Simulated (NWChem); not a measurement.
# AlH$_{2}$SeF; SMILES [F][AlH][SeH]

```xyz
5

Al    -0.5454    -1.1494     0.0000
F      0.6624    -2.2947     0.0000
H     -2.0476    -1.6196     0.0000
Se     0.1309     1.0506     0.0000
H     -1.2729     1.4954     0.0000
```
Atoms are numbered in this order, from 1.

Structure relaxed at the PBE0/def2-SVP level.

Symmetry labels are those of Cs in the frame above (b1 and b2, or b-type labels, depend on it).

Task: List the 4 lowest vertical singlet excitations from B3LYP/def2-SVPD, TDA (NWChem).

Result: 
```csv
state,energy (eV),oscillator strength,symmetry,leading excitation (squared amplitude)
S1,5.48,0.068,a',HOMO → LUMO (0.91)
S2,5.56,0.085,a",HOMO → LUMO+1 (0.98)
S3,5.70,0.002,a",HOMO → LUMO+2 (0.96)
S4,6.10,0.002,a",HOMO−1 → LUMO (0.98)
```
